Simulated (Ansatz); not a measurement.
SeCl2, relaxed as a singlet with RKS PBE0-D4/def2-TZVP in Ansatz, starting from the GFN2-xTB geometry. Force threshold 0.02 eV/Å.

Start:

Cartesian coordinates in Å:
```
Se 0.2681 0.0191 0.8744
Cl -0.8308 1.4595 -0.2555
Cl 0.5628 -1.4786 -0.6189
```

```json
{"step": "1", "energy (eV)": "-90380.0380", "largest force component (eV/Å)": "0.226", "SCF passes": "17"}
{"step": "2", "energy (eV)": "-90380.0419", "largest force component (eV/Å)": "0.052", "SCF passes": "21"}
{"step": "3", "energy (eV)": "-90380.0426", "largest force component (eV/Å)": "0.007", "SCF passes": "22"}
```

Force components are those of the run's own axes.

End:

```xyz
3

Se    0.2653    0.0188    0.8653
Cl   -0.8408    1.4836   -0.2480
Cl    0.5756   -1.5025   -0.6173
```

By distances, no bond broke or formed. The bond that changes most is Se1–Cl2, from 2.14 to 2.15 Å (atoms count from 1).

No frequencies were taken in this run, so the end may be a saddle point.

Hardware: 4 threads of Arm Neoverse V2 on a shared host. Wall time 3 s.
